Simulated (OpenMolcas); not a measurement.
An OpenMolcas run meant for Ir+ (ANO-RCC-VTZP, DKH3; inactive shells 1s 2s 2p 3s 3p 3d 4s 4p 4d 4f 5s 5p; intended active space 8 electrons in 6 orbitals (5d 6s)). One step of its input:

```
&RASSCF
FileOrb=start.orb
Symmetry=1
Spin=5
nActEl=8 0 0
Inactive=15 19
Ras2=6 0
CIRoot=14 14 1
SDav=15
CIMx=300
Iter=59 100
PrWF=0.3
OrbListing=Nothing
MaxOrb=0
Atom
```

The run finished. Its levels beside those of a sound run (CASSCF), in cm⁻¹ above each run's lowest level:

| Level | This run | Usual run |
| --- | --- | --- |
| 5d⁷ 6s ⁵F₅ | 0.0 | 0.0 |
| 5d⁷ 6s ⁵F₄ | 5186 | 5193 |
| 5d⁷ 6s ³P₂(1) [60 %] | 8759 | 8630 |
| 5d⁷ 6s ⁵F₃ | 9126 | 9154 |
| 5d⁸ ³F₄ | 9580 | 9481 |
| 5d⁷ 6s ⁵F₂ | 11257 | 11277 |
| 5d⁷ 6s ⁵F₁ [70 %] | 11579 | 11566 |
| 5d⁷ 6s ³F₄ [61 %] | 15213 | 15073 |
| 5d⁷ 6s ³P₁(1) [59 %] | 15819 | 15711 |
| 5d⁷ 6s ⁵P₃ [53 %] | 17158 | 17138 |
| 5d⁸ ³F₃ [63 %] | 17397 | 17398 |
| 5d⁷ 6s ³P₀(1) | 19771 | 19545 |
| 5d⁷ 6s ³G₅ [72 %] | 20285 | 20195 |
| 5d⁷ 6s ³F₃ [64 %] | 21431 | 21270 |

Question: Which setting is unsound, and how much does it matter here?

Answer: CIRoot is one short, so the average cuts through a term and the orbitals lose spherical symmetry. Against the sound run the excited levels shown move by 80 cm-1 on average and by 230 cm-1 at most.

Some high roots are left out of the spin-orbit mixing, which shifts the levels that they would mix with. Without dynamic correlation excited terms often stand tens of per cent too high (terms of higher spin than the ground term too low), and those without a measured partner can miss by more than the paired ones. Configurations are named by rounded mean occupations; where the s occupation lies near a half they are strongly mixed, a name can repeat and a true partner stay unpaired. A single d shell beside an s shell can misplace configurations of different d count against each other. Some levels mix across a computed gap that differs much from the measured one, so their mixing is not that of the real levels (holds for this run). No level of 5d⁶ 6s² was computed, though it lies in the active space (holds for this run). Levels of configurations outside the active space are missing.

A share in square brackets marks a mixed level and gives the weight of the term that names it, the lowest over the columns. A number in round brackets counts repeated terms of one configuration in the order of the reference energies.
